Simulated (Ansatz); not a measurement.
`[GeH3][CH]=[Se]` + `NC#CO` → `NC#C[O][GeH3]` + `C=[Se]`  (ligand exchange at a Ge–C bond)

Gas-phase electronic energies from Ansatz, PBE0-D4/def2-TZVP geometries. CBS: MP2 limit from def2 TZ/QZ plus the TZ coupled-cluster correction, frozen cores. DFT in def2-TZVPP. For Ge, Se outer-core shells are correlated without core-valence functions, which leaves a few kJ/mol of doubt a bond. Scalar relativity is left out up to krypton. One conformer a species, not always the lowest.

```tsv
species	PBE energy (Eh)
`[GeH3][CH]=[Se]`	-4518.29987
`NC#CO`	-207.74482
`NC#C[O][GeH3]`	-2285.63794
`C=[Se]`	-2440.41990
```

(1) Work out ΔE.

Largest T1 diagnostic among the species: 0.015.

Results:

(1) ΔE = (-2285.63794) + (-2440.41990) − (-4518.29987) − (-207.74482) = -0.01315 Eh = -34.5 kJ/mol. CCSD(T)/CBS gives -39.5 kJ/mol.

In def2-TZVPP, CCSD(T) changes the Hartree–Fock value by +14.6 kJ/mol (the triples alone add +1.1 kJ/mol) and MP2 by +15.5 kJ/mol.
